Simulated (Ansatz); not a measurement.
`[SiH3][Ge]([Cl])([Cl])[Cl]` + H₂S → `[SH][Ge]([Cl])([Cl])[Cl]` + SiH₄ at 600 K and 1 bar (cleavage of the Ge–Si bond).

Computed with Ansatz on PBE0-D4/def2-TZVP structures; ΔE is electronic, products minus reactants. CCSD(T)/CBS is the MP2 limit (def2-TZVPP, def2-QZVPP) plus CCSD(T) − MP2 in def2-TZVPP, frozen cores. This one scheme is used for every species. For Ge outer-core shells are correlated without core-valence functions, which leaves a few kJ/mol of doubt a bond. Scalar relativity is left out up to krypton. One conformer a species, not always the lowest.

```
                     species  CCSD(T)/CBS energy (Eh)  H − E (kJ/mol)  S (J/(mol·K))
`[SiH3][Ge]([Cl])([Cl])[Cl]`              -3746.46107           144.2          489.4
                         H₂S               -398.97279            60.8          230.9
  `[SH][Ge]([Cl])([Cl])[Cl]`              -3853.97733            94.5          464.9
                        SiH₄               -291.46306           108.7          242.3
```

H − E and S are ideal-gas, rigid-rotor, harmonic terms from PBE0-D4/def2-TZVP, for one conformer and one mirror image of each species. 1 Eh = 2625.50 kJ/mol, R = 8.31446 J/(mol·K).

Task: By hand: ΔE, ΔH, ΔS and ΔG.

Result: ΔE = (-3853.97733) + (-291.46306) − (-3746.46107) − (-398.97279) = -0.00653 Eh = -17.1 kJ/mol. Δ(H − E) = 94.5 + 108.7 − 144.2 − 60.8 = -1.8, so ΔH = -18.9 kJ/mol. ΔS = 464.9 + 242.3 − 489.4 − 230.9 = -13.1 J/(mol·K). ΔG = -18.9 − 600 × (-13.1)/1000 = -11.0 kJ/mol.

Task: By hand: the equilibrium constant, and the temperature at which ΔG would vanish if ΔH and ΔS stayed fixed.

Result: log₁₀ K = −ΔG/(RT ln 10) = 1.0. ΔG = 0 at ΔH/ΔS = 1443 K, though so small a ΔS makes that figure unsure.

TΔS isn't small against ΔH here. A doubt of 5 kJ/mol in ΔE shifts log₁₀ K by 0.4 here. Other conformers and mirror images would add mixing entropy, several J/(mol·K) or more a flexible species. These are equilibria of isolated gas molecules and say nothing of rates. Largest T1 diagnostic: 0.011 (customary marks: 0.02 for closed shells, 0.045 for open ones).
